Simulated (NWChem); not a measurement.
Molecule: CHF₃OSi; SMILES O=C[Si](F)(F)F

```xyz
7

O     -0.2325    -2.3495     0.0000
C      0.5893    -1.4554     0.0000
Si     0.0216     0.3716     0.0000
F     -0.8516     0.6865     1.2915
F     -0.8516     0.6865    -1.2915
F      1.2975     1.3268     0.0000
H      1.6795    -1.6897     0.0000
```
Atoms are numbered in this order, from 1.

Results from NWChem. Pople sets run with spherical d functions. All runs use the structure optimised with B3LYP/6-31G* (spherical d). Atomic charges in e: unrestrained fits to the electrostatic potential beside Mulliken populations; buried atoms are poorly determined by the fit.

For level B3LYP/def2-SVP:

```yaml
Mulliken O1: -0.18
ESP Si3: 1.02
Mulliken Si3: 1.08
Mulliken F4: -0.30
Mulliken F5: -0.30
```

### Question
What are these values for level Hartree-Fock/6-31G*?

### Answer
| Item | Result |
|---|---|
| Mulliken O1 | -0.43 |
| ESP Si3 | 1.18 |
| Mulliken Si3 | 1.74 |
| Mulliken F4 | -0.50 |
| Mulliken F5 | -0.50 |
